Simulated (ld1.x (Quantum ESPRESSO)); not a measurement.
# Reading a pseudo-wave (nitrogen)

Columns: radius, all-electron u(r) and pseudo u(r) of the 2s shell (level -18.43 eV) of nitrogen in the configuration [He] 2s2 2p3; PBEsol, non-relativistic, PAW scheme, ld1.x (Quantum ESPRESSO) 7.5.

```csv
r (bohr),all-electron,pseudo
0.075,0.3491,-0.1153
0.150,0.3702,-0.2282
0.225,0.2402,-0.3364
0.300,0.0521,-0.4380
0.375,-0.1458,-0.5312
0.450,-0.3293,-0.6147
0.525,-0.4878,-0.6875
0.600,-0.6178,-0.7491
0.675,-0.7193,-0.7995
0.750,-0.7940,-0.8386
0.825,-0.8453,-0.8669
0.900,-0.8764,-0.8849
0.975,-0.8908,-0.8930
1.050,-0.8915,-0.8917
1.125,-0.8814,-0.8814
1.200,-0.8628,-0.8628
1.275,-0.8378,-0.8378
1.350,-0.8080,-0.8080
1.425,-0.7750,-0.7750
1.500,-0.7397,-0.7397
1.575,-0.7032,-0.7032
1.650,-0.6661,-0.6661
1.725,-0.6291,-0.6291
1.800,-0.5926,-0.5926
1.875,-0.5569,-0.5569
1.950,-0.5222,-0.5222
```

Q: How many radial nodes do the two functions have?

A: The all-electron 2s function has n − l − 1 = 1; the pseudo-wave has 0, since the states of the same l below it are removed with the core.

Q: At about which radius was the pseudo-wave matched?

A: 1.10 bohr, where the columns begin to agree (steps of 0.07 bohr).

Q: Is the pseudo-wave norm-conserving?

A: No, it belongs to a PAW set: the norm inside the radius is not constrained, and the difference is carried by the augmentation charge.
